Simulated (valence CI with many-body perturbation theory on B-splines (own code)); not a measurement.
Ru³⁹⁺ in brief

Computed by valence CI with perturbative core correlation (CI+MBPT): three valence electrons over a frozen Dirac-Fock core [He], a basis of 11 s, 11 p, 9 d, 7 f, 5 g, 2 h, 1 i functions for each j, with the one-electron correlation potential Σ1 (screened to all orders), the two-electron term Σ2, the three-electron term Σ3, Breit, model QED; selected single and double excitations, second order for the rest (own B-spline code, finite nucleus).

The last digits are not significant, and no measured levels were compared; by estimate large intervals hold to a few tenths of a per cent, small ones and those within an open d or f shell to about a per cent.

Levels are named by their leading jj configuration (3d3/2^4 stands for four electrons in 3d with j = 3/2), which in mixed levels can hold well under half, so a name can repeat and another be missing.

Rates and lifetimes use the calculated energies. Strong lines usually hold to 10 to 20 %, long lifetimes can be off by a factor of two.

What is the ground level?

(2s^2 2p1/2) J=1/2, composition 99 % 2s²2p ²P°, g = 0.650.

Where does the other parity begin?

At (2s 2p1/2^2) J=1/2, 962.98 × 10³ cm⁻¹.

Among levels below 30615 × 10³ cm⁻¹, which E1 lines absorb most strongly from the ground level?

to (2s^2 3d3/2) J=3/2 at 0.3643 nm, f = 0.757; to (2s 2p1/2 3p3/2) J=3/2 at 0.3571 nm, f = 0.208; to (2s 2p1/2 3p3/2) J=1/2 at 0.3577 nm, f = 0.135.

What is the ionisation energy?

5863.5 eV; NIST lists 5861 ± 4 eV (semi-empirical).

What are the static dipole polarisabilities of the lowest levels?

(2s^2 2p1/2) J=1/2 0.00166 bohr³, of which the core gives 2.22e-06.

How well does LS coupling describe the low levels?

Among the lowest 20 levels the leading LS term, summed over configurations, holds 77 % on average. For single configurations the figures are 76 % in LS and 95 % in jj coupling. Terms mix most in the J = 3/2 level at 3464.0 × 10³ cm⁻¹, where the leading one holds 42 %.
